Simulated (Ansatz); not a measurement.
Relaxation of CH₇BNO (11 atoms, charge 0, multiplicity 2), to a largest force component of 0.03 eV/Å in at most 50 steps.

All numbers below come from Ansatz 0.2.0, UKS PBE-D4/def2-SVP.

```xyz
11
Properties=species:S:1:pos:R:3:forces:R:3
B 0.087 -0.169 -0.179 -0.03 -0.06 -0.54
H 0.024 0.085 0.999 -0.01 0.06 0.36
N 1.299 0.042 -0.867 -0.02 -0.03 -0.05
H 1.408 -0.150 -1.865 -0.01 0.00 0.03
H 2.137 0.401 -0.417 0.00 0.01 0.02
O -1.001 -0.654 -0.882 0.08 0.01 0.04
H -1.772 -0.759 -0.302 0.00 0.00 0.00
C -0.047 0.090 3.311 0.01 -0.05 0.23
H -0.689 -0.801 3.377 0.02 0.05 -0.03
H 1.043 -0.024 3.404 -0.05 0.02 -0.03
H -0.496 1.092 3.316 0.01 -0.02 -0.02
```

Problem. Where does it end, and by what steps?

Solution. The run converged. After 9 steps the energy has fallen by 0.040 eV; C8 moved furthest, 0.37 Å.

| step | energy less start (eV) | largest force component (eV/Å) | accepted |
| --- | --- | --- | --- |
| 0 | 0.0000 | 0.545 | yes |
| 1 | 0.0039 | 0.541 | no |
| 2 | -0.0142 | 0.243 | yes |
| 3 | -0.0288 | 0.156 | yes |
| 4 | -0.0337 | 0.147 | yes |
| 5 | -0.0368 | 0.074 | yes |
| 6 | -0.0396 | 0.047 | yes |
| 7 | -0.0397 | 0.032 | yes |
| 8 | -0.0397 | 0.068 | no |
| 9 | -0.0402 | 0.025 | yes |

```xyz
11
Properties=species:S:1:pos:R:3
B 0.104 -0.191 -0.366
H 0.044 0.037 0.836
N 1.316 0.033 -1.050
H 1.423 -0.137 -2.051
H 2.154 0.378 -0.588
O -0.983 -0.659 -1.076
H -1.755 -0.772 -0.497
C -0.077 0.117 3.680
H -0.723 -0.771 3.724
H 1.014 0.000 3.671
H -0.524 1.118 3.613
```

Whether the end is a true minimum wasn't checked by a vibrational analysis.

Time of the run: 13 s on 4 threads of Arm Neoverse V1, with other jobs on the host, peak memory 0.17 GiB.
